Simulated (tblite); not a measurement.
Species: CH10N2Si2.
SMILES with atom numbers: `[NH2:1][CH2:2][SiH2:3][NH:4][SiH3:5]` (hydrogens: H6, H7 on N1; H8, H9 on C2; H10, H11 on Si3; H12 on N4; H13, H14, H15 on Si5)

Computed with GFN2-xTB (tblite), gas phase: L-BFGS steps from a force-field or distance-geometry start until the largest atomic force falls under 0.01 eV/Å.

The end geometry, which sets the zero of energy:
```
atom  x, y, z in Å
N1     -2.0145   -0.9646    0.2180
C2     -1.8829    0.3834   -0.3271
Si3    -0.1339    0.6232   -1.0461
N4      0.9378   -0.1275    0.0759
Si5     2.6635   -0.0654    0.1818
H6     -1.8887   -1.6464   -0.5223
H7     -2.9435   -1.1053    0.6045
H8     -2.6421    0.6117   -1.0898
H9     -2.0523    1.0811    0.4953
H10     0.1532    2.0528   -1.2070
H11    -0.0406   -0.0424   -2.3556
H12     0.4637   -0.6239    0.8150
H13     3.0664   -1.2086    1.0025
H14     3.1990   -0.1472   -1.1767
H15     3.1104    1.1869    0.8039
```

Task: These geometries come from the run, each turned onto the end geometry. Order them by energy, lowest first.
A.
```
atom  x, y, z in Å
N1     -2.0419   -0.9571    0.2368
C2     -1.9107    0.3633   -0.3738
Si3    -0.1241    0.6483   -0.9786
N4      0.9392   -0.1012    0.1534
Si5     2.6704   -0.0943    0.1511
H6     -1.8582   -1.6787   -0.4552
H7     -2.9865   -1.1017    0.5839
H8     -2.6077    0.5229   -1.2118
H9     -2.1803    1.0987    0.3877
H10     0.1225    2.0913   -1.1160
H11     0.0709    0.0032   -2.2863
H12     0.4886   -0.4862    0.9701
H13     3.1229   -1.2786    0.8812
H14     3.0863   -0.1431   -1.2487
H15     3.2040    1.1211    0.7786
```
B.
```
atom  x, y, z in Å
N1     -2.0201   -0.6841    0.5583
C2     -1.9314    0.2448   -0.5720
Si3    -0.1246    0.7714   -0.9195
N4      0.9388   -0.2793   -0.0636
Si5     2.6576   -0.1547    0.0908
H6     -1.7626   -1.6137    0.2428
H7     -2.9741   -0.7476    0.9046
H8     -2.3913   -0.1705   -1.4780
H9     -2.5144    1.1320   -0.3266
H10     0.1031    2.1644   -0.5278
H11     0.1594    0.6526   -2.3574
H12     0.4790   -0.9175    0.5643
H13     3.0503   -1.3548    0.8270
H14     3.2531   -0.1065   -1.2458
H15     3.0725    1.0713    0.7752
```
C.
```
atom  x, y, z in Å
N1     -1.9263   -0.7601    0.4930
C2     -1.9334    0.2827   -0.5310
Si3    -0.1469    0.8233   -0.9579
N4      0.8850   -0.1108    0.0631
Si5     2.6122   -0.2152    0.0948
H6     -1.4596   -1.5829    0.1274
H7     -2.8756   -1.0333    0.7267
H8     -2.4679   -0.0328   -1.4390
H9     -2.4905    1.1307   -0.1303
H10     0.0192    2.2746   -0.7849
H11     0.1699    0.4840   -2.3512
H12     0.4141   -0.4704    0.8802
H13     2.9277   -1.4789    0.7647
H14     3.0444   -0.2083   -1.3007
H15     3.2232    0.9052    0.8174
```
D.
```
atom  x, y, z in Å
N1     -2.0280   -0.9779    0.1955
C2     -1.8880    0.3715   -0.3416
Si3    -0.1271    0.6188   -1.0220
N4      0.9358   -0.0868    0.1361
Si5     2.6653   -0.0700    0.1697
H6     -1.9005   -1.6591   -0.5454
H7     -2.9583   -1.1166    0.5793
H8     -2.6363    0.6042   -1.1136
H9     -2.0648    1.0667    0.4807
H10     0.1420    2.0519   -1.1927
H11     0.0161   -0.0613   -2.3196
H12     0.4711   -0.5220    0.9191
H13     3.0743   -1.2351    0.9564
H14     3.1115   -0.1328   -1.2205
H15     3.1824    1.1565    0.7909
```
E.
```
atom  x, y, z in Å
N1     -2.2189   -0.5841    0.5568
C2     -1.9208    0.3111   -0.5371
Si3    -0.1059    0.5827   -0.8090
N4      0.9809   -0.5273   -0.0838
Si5     2.6580   -0.0916    0.0670
H6     -1.8238   -1.5411    0.4110
H7     -3.2706   -0.7275    0.5364
H8     -2.4069   -0.0371   -1.4641
H9     -2.3821    1.2923   -0.2932
H10     0.1845    1.9549   -0.3820
H11     0.1035    0.5376   -2.2778
H12     0.6186   -1.3040    0.4927
H13     3.3964   -1.0937    0.8255
H14     3.2938    0.0224   -1.2790
H15     2.8888    1.2132    0.7091
```

Result: D (0.004 eV), A (0.010 eV), C (0.040 eV), B (0.081 eV), E (0.368 eV).

In the order of the answer:

```tsv
step	E above end (eV)	largest force (eV/Å)	rms force component (eV/Å)	rms distance from end (Å)	rms bond change (Å)	bond most changed (Å)
116	0.004	0.05	0.015	0.061	0.001	C2–Si3 -0.002
103	0.010	0.09	0.025	0.118	0.001	Si3–H10 +0.003
68	0.040	0.05	0.019	0.442	0.003	C2–Si3 +0.009
26	0.081	0.11	0.042	0.525	0.003	C2–Si3 +0.008
0	0.368	2.10	0.554	0.580	0.024	C2–Si3 -0.051
```

What follows is the cost of the whole relaxation. The run took 0.59 s of wall time on an Intel Xeon 6975P-C with one thread, no GPU, shared host.
